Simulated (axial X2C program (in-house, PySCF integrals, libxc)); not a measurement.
**SrI⁺: from the spin-free to the two-component result**

All values were computed with an in-house all-electron X2C program for linear molecules (integrals from PySCF). Spin-free means the one-electron spin-free X2C Hamiltonian; two-component (2c) means X2C with spin–orbit coupling and atomic mean-field two-electron Coulomb terms, the Gaunt term switched off, so the difference of the two also holds small scalar two-electron terms. Basis: I dyall-v2z [9s9p7d], Sr dyall-v2z [10s11p7d] (cores contracted in-house); Gaussian nuclei, density fitting, unrestricted open shells. Masses: I 126.904 u, Sr 87.906 u.

Spin-free state: M_S = 0, Λ = 0 (closed shell); fragments I + Sr+.

```json
{"level": "PBE0", "Re (Å)": "2.842", "ωe (cm⁻¹)": "216.4", "De (eV)": "3.238", "μ (D)": "13.17"}
{"level": "HF", "Re (Å)": "2.916", "ωe (cm⁻¹)": "207.4", "De (eV)": "2.153", "μ (D)": "15.22"}
{"level": "MP2", "Re (Å)": "2.889", "ωe (cm⁻¹)": "211.5", "De (eV)": "2.684", "μ (D)": "n/a"}
{"level": "r2SCAN", "Re (Å)": "2.853", "ωe (cm⁻¹)": "214.7", "De (eV)": "3.393", "μ (D)": "13.31"}
{"level": "PW91", "Re (Å)": "2.845", "ωe (cm⁻¹)": "212.3", "De (eV)": "3.346", "μ (D)": "12.40"}
```

Correlated methods: 16 electrons correlated (number of frozen shells: I 4 s, 3 p, 2 d; Sr 3 s, 2 p, 1 d), 142 virtual spin orbitals or spinors in MP2.

Dipoles are positive if Sr is the positive end and refer to the centre of mass.

Two-component determinant lowest at the distance of the search:

Ω = 0 (closed shell); fragments I + Sr+.

| level | Re (Å) | ωe (cm⁻¹) | De (eV) | μ (D) |
| --- | --- | --- | --- | --- |
| PBE0 | 2.844 | 215.1 | 2.938 | 13.12 |
| HF | 2.918 | 206.6 | 1.846 | 15.17 |
| MP2 | 2.891 | 210.4 | 2.394 | n/a |
| r2SCAN | 2.855 | 213.8 | 3.243 | 13.27 |
| PW91 | 2.848 | 210.5 | 3.046 | 12.34 |

Problem. From the two tables, how do the constants change at the MP2 level (2c against spin-free)?

Solution. At the MP2 level Re rises by 0.002 Å and ωe drops by 1.1 cm⁻¹; De changes by -0.290 eV.

One determinant describes the state; a PBE0 search over occupations chose it and may have missed a lower one. Closed shells are restricted here (equal orbitals for both partners); the stretched side of such a curve lies too high. Dissociation energies refer to the lowest single-determinant-based atoms at the same level and basis. Without a current term, density functionals place determinants with orbital angular momentum somewhat too high.
